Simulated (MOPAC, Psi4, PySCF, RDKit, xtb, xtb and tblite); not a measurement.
Two geometries of SMILES c1c(O[SiH3])c(OC)ccc1, singlet, relaxed at GFN2-xTB with one dihedral held; other torsions can differ between them too.

Structure A

```
20

C     -3.0734    -0.2973     3.3768
O     -2.5337     0.5295     2.3741
C     -1.8057    -0.0566     1.3738
C     -2.0069    -1.3416     0.8990
C     -1.2463    -1.8225    -0.1559
C     -0.2912    -1.0179    -0.7461
C     -0.0885     0.2709    -0.2821
C     -0.8375     0.7649     0.7761
O     -0.6181     2.0110     1.2159
Si    -1.2307     2.8340     2.4866
H     -2.3396    -1.0279     3.7300
H     -3.3525     0.3659     4.1941
H     -3.9658    -0.8227     3.0210
H     -2.7540    -1.9748     1.3526
H     -1.4111    -2.8273    -0.5135
H      0.3004    -1.3895    -1.5685
H      0.6557     0.9131    -0.7267
H     -2.6502     3.1354     2.3409
H     -0.9280     2.2006     3.7708
H     -0.4137     4.0321     2.3106
```

Structure B

```
20

C     -1.4569    -1.6714    -2.6127
O     -0.2223    -2.1422    -2.1114
C      0.2832    -1.3940    -1.0625
C     -0.2474    -1.4799     0.2148
C      0.3082    -0.7525     1.2526
C      1.4094     0.0520     1.0163
C      1.9674     0.1156    -0.2466
C      1.4210    -0.6149    -1.2971
O      2.0021    -0.5708    -2.5013
Si     1.8073    -1.5254    -3.8157
H     -2.2330    -1.6993    -1.8413
H     -1.7293    -2.3393    -3.4276
H     -1.3694    -0.6478    -2.9911
H     -1.1049    -2.1141     0.3855
H     -0.1150    -0.8212     2.2428
H      1.8449     0.6241     1.8214
H      2.8384     0.7217    -0.4423
H      0.5812    -1.2196    -4.5519
H      1.9369    -2.9424    -3.5022
H      2.9626    -1.0194    -4.5530
```

Question: Which is lower in energy at the level B3LYP-D3(BJ)/def2-SVP // GFN2-xTB (Psi4), and by how much?

Answer: A is lower, by 1.37 kcal/mol (dihedral C1–O2–C3–C4: 30° in A, 75° in B).

E(B) − E(A) in kcal/mol at the other levels, on the same two geometries: GFN2-xTB (xtb and tblite) 2.47; MMFF94 // GFN2-xTB (RDKit) 0.12; B3LYP/def2-SVP // GFN2-xTB (Psi4) 1.73; PBE/def2-SVP // GFN2-xTB (Psi4) 2.00; PBE-D3(BJ)/def2-SVP // GFN2-xTB (Psi4) 1.80; UFF // GFN2-xTB (RDKit) 0.79; PM7, restricted, heats of formation // GFN2-xTB (MOPAC) 0.63; AM1, restricted, heats of formation // GFN2-xTB (MOPAC) 0.85; GFN1-xTB // GFN2-xTB (xtb) 3.17; restricted B3LYP/6-31G*, spherical d, density fitting // GFN2-xTB (PySCF) 1.17; restricted MP2 (frozen core)/3-21G // GFN2-xTB (PySCF) 0.85; restricted Hartree-Fock/STO-3G // GFN2-xTB (PySCF) 0.47.
